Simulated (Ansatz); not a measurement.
`[F][Al]([F])[I]` + CH₃SH → `C[S][Al]([F])[F]` + HI at 700 K and 1 bar (ligand exchange at the Al–I bond).

Calculated with Ansatz (gas phase, PBE0-D4/def2-TZVP geometries, no zero-point term in ΔE). CBS: MP2 limit from def2 TZ/QZ plus the TZ coupled-cluster correction, frozen cores. This one scheme is used for every species. def2 core potentials past Kr. For I outer-core shells are correlated without core-valence functions, which leaves a few kJ/mol of doubt a bond. Each species was taken in one conformer, which may not be the lowest.

```csv
species,CCSD(T)/CBS energy (Eh),H − E (kJ/mol),S (J/(mol·K))
`[F][Al]([F])[I]`,-739.25894,61.7,382.1
CH₃SH,-438.22835,160.2,309.0
`C[S][Al]([F])[F]`,-879.43566,186.9,461.4
HI,-298.03592,34.6,231.7
```

H − E and S are ideal-gas, rigid-rotor, harmonic terms from PBE0-D4/def2-TZVP, for one conformer and one mirror image of each species. 1 Eh = 2625.50 kJ/mol, R = 8.31446 J/(mol·K).

Question: By hand: ΔE, ΔH, ΔS and ΔG.

Answer: ΔE = (-879.43566) + (-298.03592) − (-739.25894) − (-438.22835) = 0.01571 Eh = 41.2 kJ/mol. Δ(H − E) = 186.9 + 34.6 − 61.7 − 160.2 = -0.4, so ΔH = 40.8 kJ/mol. ΔS = 461.4 + 231.7 − 382.1 − 309.0 = 2.0 J/(mol·K). ΔG = 40.8 − 700 × (2.0)/1000 = 39.4 kJ/mol.

Question: By hand: the equilibrium constant, and the temperature at which ΔG would vanish if ΔH and ΔS stayed fixed.

Answer: log₁₀ K = −ΔG/(RT ln 10) = -2.9. ΔG = 0 at ΔH/ΔS = 20400 K, far beyond where these terms or the molecules hold.

The number of gas molecules stays the same, so ΔS is small and ΔH decides. A doubt of 5 kJ/mol in ΔE shifts log₁₀ K by 0.4 here. Other conformers and mirror images would add mixing entropy, several J/(mol·K) or more a flexible species. Modes under 60 cm⁻¹, often nearly free rotors, make the harmonic entropy too high. These are equilibria of isolated gas molecules and say nothing of rates. Largest T1 diagnostic: 0.012 (customary marks: 0.02 for closed shells, 0.045 for open ones).
